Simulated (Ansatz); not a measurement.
Cost and result for the atomization energy of C3H6OSn (`C#[C][SnH2][O]C`) (11 atoms, 10 bonds).

```xyz
11

C    -1.8790   -1.8529   -0.9696
C    -1.5284   -0.8796   -0.3487
Sn   -0.9105    0.8009    0.7155
O     1.0039    0.5639    1.0618
C     1.8701    0.3122   -0.0161
H    -2.1881   -2.7147   -1.5163
H    -1.1248    2.1814   -0.2602
H    -1.6250    0.8649    2.2499
H     2.8782    0.1695    0.3836
H     1.9079    1.1490   -0.7282
H     1.5957   -0.5946   -0.5716
```

Charge 0, multiplicity 1. Correlated methods include outer-core shells of Sn, which these sets cover unevenly. Sn: def2 effective core potential. All single points use the PBE0-D4/def2-TZVP geometry. It is one conformer, not always the lowest. Program: Ansatz. All runs use 4 threads of an Intel Xeon 6975P-C on a shared host. Times are those of one run each, without the atoms' runs, and a repeat can differ threefold. Electronic energies, without spin–orbit coupling; frozen cores. CCSD(T)/CBS adds CCSD(T) − MP2 in def2-TZVPP to the MP2 limit, and its time is that of the two runs behind it. T1 = 0.014. With those shells the extrapolation isn't a true limit.

CCSD(T)/CBS is a level of theory with its own doubt, some kJ/mol a heavy atom from the limit and from the frozen cores, so smaller differences don't rank the functionals.

```
                             level  functions  wall time  atomization (kJ/mol)  difference from CCSD(T)/CBS  per bond
            LDA (SPW92)/def2-TZVPP        258     0.95 s                4608.9                        580.7      58.1
              revPBE-D4/def2-TZVPP        258      1.3 s                3976.2                        -52.0      -5.2
   PBE-D4/def2-TZVPP (with forces)        258      1.6 s                4087.9                         59.7       6.0
                PBE0-D4/def2-TZVPP        258      2.3 s                3997.0                        -31.2      -3.1
           CAM-B3LYP-D4/def2-TZVPP        258      2.4 s                4015.6                        -12.6      -1.3
r2SCAN-D4/def2-TZVPP (with forces)        258      2.7 s                4003.2                        -25.0      -2.5
                 B2PLYP/def2-TZVPP        258      4.1 s                3964.6                        -63.6      -6.4
               PBE-QIDH/def2-TZVPP        258      4.2 s                3972.3                        -55.9      -5.6
                  CCSD(T)/def2-SVP        112      5.5 s                3784.7                       -243.5     -24.3
  ωB97M-V/def2-TZVPP (with forces)        258      6.5 s                4009.4                        -18.8      -1.9
                    MP2/def2-QZVPP        490       16 s                4046.2                         18.0       1.8
                CCSD(T)/def2-TZVPP        258       82 s                3919.8                       -108.4     -10.8
                 CCSD(T)/CBS(def2)          –       98 s                4028.2                          0.0       0.0
```

In def2-TZVPP, CCSD(T) changes the Hartree–Fock value by +1088.6 kJ/mol (the triples alone add +74.3 kJ/mol) and MP2 by +1150.3 kJ/mol; breaking electron pairs costs correlation energy, which Hartree–Fock lacks. From BLYP to BHLYP (50 % exact exchange), in def2-TZVPP and without D4, the atomization energy moves by −123.4 kJ/mol: exact exchange takes away binding that semilocal exchange gives to molecules. Leaving LDA and LC-ωPBE aside and taking each functional with its dispersion term where it has one, the values, not all of them listed here, spread over 228.2 kJ/mol, from BHLYP-D4 to PBE-D4. LDA lies +542.9 kJ/mol from PBE without D4, its usual overbinding.

Spin–orbit coupling would lower the free Sn atoms strongly, and the atomization energy with them, by more than many differences here. For some Ge, Se and Sn compounds the MP2-based and the directly extrapolated limit differ by 10 to 25 kJ/mol.
